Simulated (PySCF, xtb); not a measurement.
C₃H₁₀FNSi, SMILES CC([SiH2]N)(F)C.

xtb with GFN2-xTB at its own geometry gives an orbital gap of 5.42 eV and a dipole moment of 1.92 D.

Geometry: B3LYP-D3(BJ)/def2-SVP. This is a generated structure with no PubChem entry under its InChIKey; it may be hypothetical. Other conformers were not sampled.

Task: What does M06-2X/def2-TZVP (PySCF) give? (The exact figures need the calculation; the answer reports its results.)

Result: gap 9.62 eV (levels -8.49 and 1.13 eV), dipole 1.72 D.
